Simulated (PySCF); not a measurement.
Structure problem from calculated spectra and properties.

Formula: C4H12S2Si.

* 13C NMR: chemical shifts (computed TMS as zero) by class: 13.4 (2 C), 1.3 (2 C) ppm [GIAO PBE0/pcSseg-1]
* Triplet: lowest triplet excitation (Tamm–Dancoff): 5.17 eV [TDA PBE0/def2-SVPD]
* Polarisability: 118.9 au [PBE0/def2-SVPD]
* Dipole: 2.71 D [PBE0/def2-SVPD]
* NMR, other nuclei: isotropic shieldings of nuclei other than C and H, by class: 312 (1 Si), 674 (2 S) ppm [GIAO PBE0/pcSseg-1]
* UV, first state: lowest singlet excitation: 5.57 eV (223 nm, f = 0.004) [TDDFT PBE0/def2-SVPD]
* Rotational structure: rotational constants A, B, C: 1.783, 1.055, 0.907 GHz [PBE0-D3(BJ)/def2-SVP]

Gas-phase values; electronic properties from PySCF, density fitting. Levels stand in brackets. Isolated species at its PBE0-D3(BJ)/def2-SVP geometry (one conformer only). NMR values are class means; diastereotopic atoms form classes of their own.

Q: Propose a structure and show how it fits.

A: 4 carbons fall into 2 classes; from least to most shielded: carbon bonded to S and 3 H (13.4 ppm, 2 C), carbon bonded to Si and 3 H (1.3 ppm, 2 C). The other shieldings belong to: 312 ppm, silicon bonded to 2 C and 2 S; 674 ppm, sulfur bonded to C and Si. The optimised geometry has point group C1 and is an asymmetric top. Structure: `CS[Si](C)(C)SC` (Si(SMe)2Me2). The assignments are read from this structure; whether some other isomer fits the data as well wasn't checked.
